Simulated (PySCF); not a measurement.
# Vertical excitation energies

Compound: C7H11N3.
SMILES: `Cc1cnncc1N(C)C`

Theory: TDDFT PBE0/def2-SVPD, vertical, gas phase, core orbitals frozen in the response in PySCF. Isolated species at its PBE0-D3(BJ)/def2-SVP geometry, gas phase. Torsions of this conformer, `[CH3:1][c:2]1[cH:3][n:4][n:5][cH:6][c:7]1[N:8]([CH3:9])[CH3:10]`: C6–C7–N8–C9 125°.

Predict the UV-vis stick spectrum at this level.

```json
{"state": "S1", "E (eV)": "3.70", "λ (nm)": "335.1", "ν̃ (cm⁻¹)": "29840", "f": "0.0051", "main configurations (H = HOMO, L = LUMO)": "H→L (87%), H-1→L (12%)"}
{"state": "S2", "E (eV)": "4.16", "λ (nm)": "297.9", "ν̃ (cm⁻¹)": "33570", "f": "0.0015", "main configurations (H = HOMO, L = LUMO)": "H→L+1 (88%), H-1→L+1 (11%)"}
{"state": "S3", "E (eV)": "4.67", "λ (nm)": "265.6", "ν̃ (cm⁻¹)": "37660", "f": "0.067", "main configurations (H = HOMO, L = LUMO)": "H-1→L (75%), H→L (10%), H-1→L+1 (10%)"}
{"state": "S4", "E (eV)": "5.10", "λ (nm)": "243.0", "ν̃ (cm⁻¹)": "41160", "f": "0.122", "main configurations (H = HOMO, L = LUMO)": "H-1→L+1 (70%), H→L+1 (10%), H-1→L (8%)"}
{"state": "S5", "E (eV)": "5.75", "λ (nm)": "215.6", "ν̃ (cm⁻¹)": "46370", "f": "0.013", "main configurations (H = HOMO, L = LUMO)": "H→L+2 (82%), H-1→L+2 (14%)"}
{"state": "S6", "E (eV)": "5.92", "λ (nm)": "209.3", "ν̃ (cm⁻¹)": "47780", "f": "0.016", "main configurations (H = HOMO, L = LUMO)": "H-3→L (88%)"}
{"state": "S7", "E (eV)": "6.12", "λ (nm)": "202.6", "ν̃ (cm⁻¹)": "49350", "f": "0.0062", "main configurations (H = HOMO, L = LUMO)": "H-1→L+2 (78%), H→L+2 (13%)"}
{"state": "S8", "E (eV)": "6.16", "λ (nm)": "201.4", "ν̃ (cm⁻¹)": "49650", "f": "0.072", "main configurations (H = HOMO, L = LUMO)": "H-2→L (45%), H-3→L+1 (29%), H-2→L+1 (9%)"}
{"state": "S9", "E (eV)": "6.37", "λ (nm)": "194.8", "ν̃ (cm⁻¹)": "51350", "f": "0.0043", "main configurations (H = HOMO, L = LUMO)": "H→L+3 (92%)"}
{"state": "S10", "E (eV)": "6.49", "λ (nm)": "191.1", "ν̃ (cm⁻¹)": "52340", "f": "0.052", "main configurations (H = HOMO, L = LUMO)": "H-3→L+1 (58%), H-4→L+1 (17%), H-2→L+1 (8%)"}
```

Triplets, Tamm–Dancoff:

```tsv
state	E (eV)	λ (nm)	main configurations (H = HOMO, L = LUMO)
T1	2.92	424.8	H→L (83%), H-1→L (10%)
T2	3.65	339.8	H-1→L (74%), H→L (9%)
T3	3.77	329.1	H→L+1 (89%)
T4	4.27	290.6	H-1→L+1 (77%), H-1→L (9%)
```

The lowest singlet comes at 335 nm (357 kJ/mol) in the ultraviolet; it is weak; its leading configuration is HOMO→LUMO (87%). The strongest level in the table is S4 at 5.10 eV (243 nm, f = 0.122). Löwdin shares by element: HOMO nitrogen 71%, carbon 8% or more (atoms not listed hold the other 21%); LUMO nitrogen 38% or more, carbon 32% or more (atoms not listed hold the other 30%). The oscillator strengths of these states sum to 0.360; summed over the whole spectrum of an exact calculation they would give the number of electrons, 74 (Thomas–Reiche–Kuhn). The listed states span 2.79 eV, and the widest gap between neighbours is 0.65 eV (S4 to S5). Orbital energies (eV): HOMO-3 -8.59, HOMO-2 -8.05, HOMO-1 -6.69, HOMO -6.30, LUMO -1.00, LUMO+1 -0.55, LUMO+2 0.35. All these states lie below the vertical ionisation energy of 8.03 eV (ΔSCF). Singlets were solved by full linear response, triplets in the Tamm–Dancoff approximation.

On an Arm Neoverse V2 with one thread, shared host with 96 logical CPUs at a one-minute load of 22, this took 5.0 min and 1.2 GiB of memory at its peak.
